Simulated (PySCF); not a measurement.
Potential energy of CsF along the bond

Set-up: PySCF, scalar-relativistic core potentials, basis sets Cs def2-SVPD with ECP46, F def2-SVPD. Energies in eV from Cs + F in their ground configurations at the same level. State: ¹Σ⁺ (singlet), closed shell.

All columns are MN15. A positive dipole means Cs(−)F(+).

| R (Å) | E (eV) | μ (D) | Mulliken charge on Cs (basis-dependent) | HOMO (eV) | LUMO (eV) | Mayer bond order | ⟨S²⟩ |
| --- | --- | --- | --- | --- | --- | --- | --- |
| 2.109 | -4.417 | -6.25 | 0.84 | -7.38 | 0.06 | 0.07 | 0.00 |
| 2.207 | -4.779 | -7.05 | 0.86 | -7.38 | 0.01 | 0.10 | 0.00 |
| 2.305 | -4.978 | -7.80 | 0.88 | -7.31 | -0.05 | 0.13 | 0.00 |
| 2.378 | -5.047 | -8.33 | 0.89 | -7.24 | -0.09 | 0.14 | 0.00 |
| 2.452 | -5.067 | -8.84 | 0.90 | -7.15 | -0.14 | 0.15 | 0.00 |
| 2.526 | -5.049 | -9.33 | 0.91 | -7.05 | -0.18 | 0.15 | 0.00 |
| 2.624 | -4.986 | -9.97 | 0.92 | -6.91 | -0.24 | 0.16 | 0.00 |
| 2.746 | -4.864 | -10.73 | 0.93 | -6.67 | -0.31 | 0.15 | 0.00 |
| 2.893 | -4.682 | -11.61 | 0.94 | -6.41 | -0.39 | 0.14 | 0.00 |
| 3.090 | -4.418 | -12.74 | 0.95 | -6.11 | -0.51 | 0.12 | 0.00 |

A fit through these points gives, at Re = 2.450 Å, μ = -8.83 D and dμ/dR = -6.82 D/Å; the reduced mass is 16.62 u.

Problem. How strong is the fundamental in the double-harmonic approximation, I = 42.26·(dμ/dR)²/μred km/mol?

Solution. I = 42.26·(-6.82)²/16.62 = 118 km/mol at MN15.

Spin–orbit coupling is left out, which matters for elements this heavy, above all for dissociation energies.
